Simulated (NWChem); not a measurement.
Everything below was run with NWChem. System: CSi, charge 0, spin multiplicity 3, at a geometry optimised with UPBE/def2-SVP. The structure started from a generated list of species. Its SCF solution wasn't tested for a lower state. Level: UB2PLYP/cc-pVTZ, 6 core orbitals frozen.

The NWChem input:

```
start mol
memory heap 200 mb stack 900 mb global 1100 mb
geometry units angstroms nocenter noautoz
  Si     0.000000     0.000000     0.521192
  C      0.000000     0.000000    -1.216116
  symmetry group C2v
end
basis spherical
  * library cc-pvtz
end
dft
  xc hfexch 0.53 becke88 0.47 lyp 0.73 mp2 0.27
  dftmp2
  odft
  mult 3
  semidirect memsize 60000000 filesize 0
  iterations 100
end
mp2
  freeze core 6
end
task dft energy
```

Part of the output:

```
             Northwest Computational Chemistry Package (NWChem) 7.3.0
             --------------------------------------------------------

                                NWChem Input Module
                                -------------------

 Scaling coordinates for geometry "geometry" by  1.889725989
 (inverse scale =  0.529177249)

 Turning off AUTOSYM since
 SYMMETRY directive was detected!

                             Geometry "geometry" -> ""
                             -------------------------

 Output coordinates in angstroms (scale by  1.889725989 to convert to a.u.)

  No.       Tag          Charge          X              Y              Z
 ---- ---------------- ---------- -------------- -------------- --------------
    1 Si                  14.0000     0.00000000     0.00000000     0.52119200
    2 C                    6.0000     0.00000000     0.00000000    -1.21611600

 Effective nuclear repulsion energy (a.u.)      25.5860727723

            Nuclear Dipole moment (a.u.)
            ----------------------------
        X                 Y               Z
 ---------------- ---------------- ----------------
     0.0000000000     0.0000000000    -0.0000151178

      Symmetry information
      --------------------

 Group name             C2v
 Group number             16
 Group order               4
 No. of unique centers     2

      Symmetry unique atoms

     1    2


 Summary of "ao basis" -> "" (spherical)
 ------------------------------------------------------------------------------
       Tag                 Description            Shells   Functions and Types
 ---------------- ------------------------------  ------  ---------------------
 *                          cc-pvtz                   on all atoms

  dft_input: which_mp2 not specified, using semidirect MP2 by default.

                                 NWChem DFT Module
                                 -----------------

 Summary of "ao basis" -> "ao basis" (spherical)
 ------------------------------------------------------------------------------
       Tag                 Description            Shells   Functions and Types
 ---------------- ------------------------------  ------  ---------------------
 Si                         cc-pvtz                 12       34   5s4p2d1f
 C                          cc-pvtz                 10       30   4s3p2d1f

 Summary of "ao basis" -> "ao basis" (spherical)
 ------------------------------------------------------------------------------
       Tag                 Description            Shells   Functions and Types
 ---------------- ------------------------------  ------  ---------------------
 Si                         cc-pvtz                 12       34   5s4p2d1f
 C                          cc-pvtz                 10       30   4s3p2d1f

      Symmetry analysis of basis
      --------------------------

        a1         28
        a2          6
        b1         15
        b2         15

            General Information
            -------------------
          SCF calculation type: DFT
          Wavefunction type:  spin polarized.
          No. of atoms     :     2
          No. of electrons :    20
           Alpha electrons :    11
            Beta electrons :     9
          Charge           :     0
          Spin multiplicity:     3
          Use of symmetry is: on ; symmetry adaption is: on
          Maximum number of iterations: 100
          AO basis - number of functions:    64
                     number of shells:    22
          Convergence on energy requested:  1.00D-06
          Convergence on density requested:  1.00D-05
          Convergence on gradient requested:  5.00D-04

              XC Information
              --------------
                     Hartree-Fock (Exact) Exchange  0.530
                    Becke 1988 Exchange Functional  0.470
              Lee-Yang-Parr Correlation Functional  0.730

             Grid Information
             ----------------
          Grid used for XC integration:  medium
          Radial quadrature: Mura-Knowles
          Angular quadrature: Lebedev.
          Tag              B.-S. Rad. Rad. Pts. Rad. Cut. Ang. Pts.
          ---              ---------- --------- --------- ---------
          Si                  1.10       88           8.0       590
          C                   0.70       49           8.0       434
          Grid pruning is: on
          Number of quadrature shells:   137
          Spatial weights used:  Erf1

          Convergence Information
          -----------------------
          Convergence aids based upon iterative change in
          total energy or number of iterations.
          Levelshifting, if invoked, occurs when the
          HOMO/LUMO gap drops below (HL_TOL):  1.00D-02
          DIIS, if invoked, will attempt to extrapolate
          using up to (NFOCK): 10 stored Fock matrices.

                    Damping( 0%)  Levelshifting(0.5)       DIIS
                  --------------- ------------------- ---------------
          dE  on:    start            ASAP                start
          dE off:    2 iters        100 iters           100 iters

      Screening Tolerance Information
      -------------------------------
          Density screening/tol_rho:  1.00D-10
          AO Gaussian exp screening on grid/accAOfunc:  14
          CD Gaussian exp screening on grid/accCDfunc:  20
          XC Gaussian exp screening on grid/accXCfunc:  20
          Schwarz screening/accCoul:  1.00D-08

      Superposition of Atomic Density Guess
      -------------------------------------

 Sum of atomic energies:        -326.51146073
[...]
 Vector    7  Occ=1.000000D+00  E=-6.532342D-01  Symmetry=a1
              MO Center= -5.3D-16, -1.8D-16, -5.3D-01, r^2= 1.1D+00
   Bfn.  Coefficient  Atom+Function         Bfn.  Coefficient  Atom+Function
  ----- ------------  ---------------      ----- ------------  ---------------
    36      0.379772  2 C  s                  3      0.351722  1 Si s
    38      0.179334  2 C  s                  5      0.134066  1 Si s
    11     -0.122061  1 Si pz                37      0.094534  2 C  s
    44      0.094782  2 C  pz                41      0.084244  2 C  pz
     4      0.067919  1 Si s                 25      0.033093  1 Si d  0

 Vector    8  Occ=1.000000D+00  E=-3.854473D-01  Symmetry=a1
              MO Center= -4.3D-17, -2.7D-16,  4.4D-01, r^2= 2.4D+00
   Bfn.  Coefficient  Atom+Function         Bfn.  Coefficient  Atom+Function
  ----- ------------  ---------------      ----- ------------  ---------------
     3      0.479067  1 Si s                  5      0.347262  1 Si s
    36     -0.280035  2 C  s                 11      0.233139  1 Si pz
    38     -0.228760  2 C  s                 17      0.138399  1 Si pz
     4      0.094345  1 Si s                 37     -0.073492  2 C  s
    20     -0.042275  1 Si d  0              25     -0.038529  1 Si d  0

 Vector    9  Occ=1.000000D+00  E=-2.598272D-01  Symmetry=b2
              MO Center=  4.2D-17,  2.4D-15, -1.7D-01, r^2= 2.4D+00
   Bfn.  Coefficient  Atom+Function         Bfn.  Coefficient  Atom+Function
  ----- ------------  ---------------      ----- ------------  ---------------
    10      0.420440  1 Si py                16      0.350037  1 Si py
    43      0.219030  2 C  py                46      0.178358  2 C  py
    40      0.171138  2 C  py                13      0.059292  1 Si py
    19     -0.038098  1 Si d -1              24     -0.035885  1 Si d -1
    54      0.025631  2 C  d -1

 Vector   10  Occ=0.000000D+00  E=-9.629463D-02  Symmetry=b1
              MO Center=  5.0D-16, -2.4D-15, -2.4D-02, r^2= 2.8D+00
   Bfn.  Coefficient  Atom+Function         Bfn.  Coefficient  Atom+Function
  ----- ------------  ---------------      ----- ------------  ---------------
    15      0.465793  1 Si px                 9      0.363331  1 Si px
    42      0.175848  2 C  px                45      0.173475  2 C  px
    39      0.142905  2 C  px                12      0.058163  1 Si px
     6     -0.033791  1 Si px

 Vector   11  Occ=0.000000D+00  E=-6.602368D-02  Symmetry=a1
              MO Center=  7.3D-17, -2.2D-15, -9.4D-01, r^2= 2.8D+00
   Bfn.  Coefficient  Atom+Function         Bfn.  Coefficient  Atom+Function
  ----- ------------  ---------------      ----- ------------  ---------------
     5      0.502114  1 Si s                 47     -0.499635  2 C  pz
    44     -0.267039  2 C  pz                11      0.256006  1 Si pz
    41     -0.226093  2 C  pz                36      0.151124  2 C  s
    38      0.100765  2 C  s                  3     -0.099268  1 Si s
    17      0.087873  1 Si pz                20      0.069805  1 Si d  0

 Vector   12  Occ=0.000000D+00  E= 1.680338D-02  Symmetry=b2
              MO Center= -1.7D-15, -1.3D-16, -1.7D-01, r^2= 3.5D+00
   Bfn.  Coefficient  Atom+Function         Bfn.  Coefficient  Atom+Function
  ----- ------------  ---------------      ----- ------------  ---------------
    16      0.618272  1 Si py                46     -0.560592  2 C  py
    10      0.269273  1 Si py                43     -0.263021  2 C  py
    40     -0.238102  2 C  py                19      0.116799  1 Si d -1
    24      0.071164  1 Si d -1              13      0.043192  1 Si py

   alpha - beta orbital overlaps
   -----------------------------

   alpha      1      2      3      4      5      6      7      8      9     10
    beta      1      2      3      5      6      4      7      8     10     11
 overlap   1.000  1.000  1.000  1.000  1.000  1.000  0.978  0.814  0.880  0.824

   alpha     11     12     13     14     15     16     17     18     19     20
    beta      9     13     12     14     15     17     16     19     20     18
 overlap   0.910  0.878  0.910  0.993  0.960  0.830  1.000  0.985  0.785  0.993

   alpha     21     22     23     24     25     26     27     28     29     30
    beta     22     23     21     25     24     26     27     28     29     31
 overlap   0.941  0.986  0.972  0.942  0.971  0.994  0.988  0.999  0.994  0.994

   alpha     31     32     33     34     35     36     37     38     39     40
    beta     30     33     32     36     35     34     37     38     39     40
 overlap   0.995  0.903  1.000  0.899  0.997  0.999  0.993  0.995  0.999  0.997

   alpha     41     42     43     44     45     46     47     48     49     50
    beta     41     42     44     43     45     47     46     48     50     49
 overlap   0.997  0.999  0.998  0.999  0.999  0.990  0.990  0.990  0.998  0.990

   alpha     51     52     53     54     55     56     57     58     59     60
    beta     52     51     53     54     56     55     58     57     59     60
 overlap   1.000  1.000  1.000  1.000  0.999  0.999  0.985  1.000  0.960  0.975

   alpha     61     62     63     64
    beta     61     62     63     64
 overlap   0.999  0.999  0.999  1.000

     --------------------------
     Expectation value of S2:
     --------------------------
      <S2> =      2.1818 (Exact =     2.0000)

 center of mass
 --------------
 x =   0.00000000 y =   0.00000000 z =  -0.00056913

 moments of inertia (a.u.)
 ------------------
          90.515545505978           0.000000000000           0.000000000000
           0.000000000000          90.515545505978           0.000000000000
           0.000000000000           0.000000000000           0.000000000000

     Multipole analysis of the density
     ---------------------------------

     L   x y z        total         alpha         beta         nuclear
     -   - - -        -----         -----         ----         -------
     0   0 0 0     -0.000000    -11.000000     -9.000000     20.000000

     1   1 0 0     -0.000000     -0.000000     -0.000000      0.000000
     1   0 1 0     -0.000000     -0.000000     -0.000000      0.000000
     1   0 0 1      0.562976      2.695035     -2.132044     -0.000015

     2   2 0 0    -12.797469     -8.104746     -4.692724      0.000000
     2   1 1 0     -0.000000     -0.000000     -0.000000      0.000000
     2   1 0 1      0.000000      0.000000      0.000000      0.000000
     2   0 2 0    -15.493725     -7.821988     -7.671737      0.000000
     2   0 1 1     -0.000000      0.000000     -0.000000      0.000000
     2   0 0 2    -14.857350    -37.787716    -22.338603     45.268969

                   NWChem MP2 Semi-direct Energy/Gradient Module
                   ---------------------------------------------

  Basis functions       =     64
  Molecular orbitals    =     64
  Frozen core           =      6
  Frozen virtuals       =      0
  Active alpha occupied =      5
  Active beta occupied  =      3
  Active alpha virtual  =     53
  Active beta virtual   =     55
  Use MO symmetry       = T
  Use skeleton AO sym   = T

  AO/Fock/Back tols     =   1.0D-09  1.0D-09  1.0D-09

 GA uses MA = F    GA memory limited = T

 Available:
  local mem=  4.43D+07
 global mem=  1.44D+08
 local disk=  0.00D+00
  mp2_memr nvloc                    53
  nvloc new                    53
   1 passes of   5:        4194304                      21600                   1881159.
   1 passes of   5: M     44322855           G      144171008           F      40128551.

 Semi-direct pass number   1 of   1  for UHF alpha       at        2.8s
  vrange nnbf                  2080
  mp2_eaftype                    10  avail_ma_in_mb                   386
 EAF : mp2_eaftype filesize          10     940579.
  mp2_eaf for mointskh                     10
Node 0 wrote      4.4 Mb in      0.0 s     Agg I/O rate:   422.4 Mb/s
 Done moints_semi at        5.3s
  mp2_eaftype                    10  avail_ma_in_mb                   386
 EAF : mp2_eaftype filesize          10     940579.
  mp2_eaf for kh                    10
 Done maket at        5.3s
 Done multipass loop at        5.3s

 GA uses MA = F    GA memory limited = T

 Available:
  local mem=  4.43D+07
 global mem=  1.44D+08
 local disk=  0.00D+00
  mp2_memr nvloc                    55
  nvloc new                    55
   1 passes of   3:        4194304                      16602                   1173959.
   1 passes of   3: M     44322855           G      144171008           F      40128551.

 Semi-direct pass number   1 of   1  for UHF beta        at        5.4s
  vrange nnbf                  2080
  mp2_eaftype                    10  avail_ma_in_mb                   386
 EAF : mp2_eaftype filesize          10     586979.
  mp2_eaf for mointskh                     10
Node 0 wrote      2.7 Mb in      0.0 s     Agg I/O rate:   357.7 Mb/s
 Done moints_semi at        8.8s
  mp2_eaftype                    10  avail_ma_in_mb                   386
 EAF : mp2_eaftype filesize          10     586979.
  mp2_eaf for kh                    10
 Done maket at        8.8s
 Done multipass loop at        8.8s

          -------------------------------------------
          DFT energy                    -327.171935430967
          Unscaled MP2 energy             -0.245943729489
          Total DFT+MP2 energy          -327.238340237929
          -------------------------------------------

 -----------------------
 Performance information
 -----------------------

 Timer overhead =  1.99D-07 seconds/call

               Nr. of calls         CPU time (s)                 Wall time (s)                GFlops
             ---------------    -------------------     ------------------------------   -------------------
Name         Min   Avg   Max    Min     Avg     Max     Min     Avg     Max   Mx/calls   Min     Max     Sum
mp2: moin     2     2     2    5.9     5.9     5.9      5.9     5.9     5.9     3.0      0.0     0.0     0.0
mp2: make     2     2     2   4.51E-2 4.51E-2 4.51E-2  4.51E-2 4.51E-2 4.51E-2 2.25E-2   0.0     0.0     0.0
mp2: tota     1     1     1    6.1     6.1     6.1      6.1     6.1     6.1     6.1      0.0     0.0     0.0

 The average no. of pstat calls per process was 5.00D+00
 with a timing overhead of 9.96D-07s

 Task  times  cpu:        8.8s     wall:        8.8s

 Total times  cpu:        8.8s     wall:        8.8s
```
